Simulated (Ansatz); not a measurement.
Ideal-gas functions of `[OH][Al]([SiH3])[Br]` at 800 K and 1 bar, from an Ansatz frequency run at PBE0-D4/def2-TZVP.

Molar mass 155.0 g/mol, point group C1 (symmetry number 1), electronic degeneracy 1, moments of inertia 136.259, 409.52, 539.937 u Å². Harmonic wavenumbers (cm⁻¹, unscaled): 28, 85, 164, 166, 308, 386, 448, 461, 486, 638, 847, 884, 935, 936, 2211, 2220, 2229, 3947.

Use S(trans) = R[1.5 ln M + 2.5 ln T − 1.1517]; rotational temperatures θ = 24.2544 K / I; S(rot) = R[ln(√π/σ · √(T³/θAθBθC)) + 1.5]; for each mode x = 1.438777 ν̃/T, S = R[x/(eˣ − 1) − ln(1 − e⁻ˣ)] and H = RT x/(eˣ − 1); 1 cm⁻¹ = 0.0119627 kJ/mol; R = 8.31446 J/(mol·K).

Question: By hand: the entropy, in J/(mol·K).

Answer: Translation 192.3. Rotation: θ = 0.178, 0.0592, 0.0449 K, giving 132.4. Vibration, mode by mode: 33.16, 23.94, 18.50, 18.40, 13.33, 11.51, 10.33, 10.11, 9.69, 7.61, 5.58, 5.28, 4.91, 4.90, 0.79, 0.78, 0.77, 0.06, in all 179.6. Electronic 0.0. Sum 504.3 J/(mol·K).

Question: By hand: H − E and G − E in kJ/mol, counted from the electronic energy.

Answer: Zero-point energy ½ × 17379 × 0.0119627 = 103.9; thermal vibration 62.1; translation, rotation and pV give 4 RT = 26.6. H − E = 192.6 kJ/mol, and G − E = 192.6 − 800 × 504.3/1000 = -210.8 kJ/mol.

Vibration gives 36 % of the entropy, 57.1 J/(mol·K) of it from the modes under 150 cm⁻¹: soft modes count most, and the harmonic formula is weakest for them. The sum counts one conformer and one mirror image; others add a mixing term.
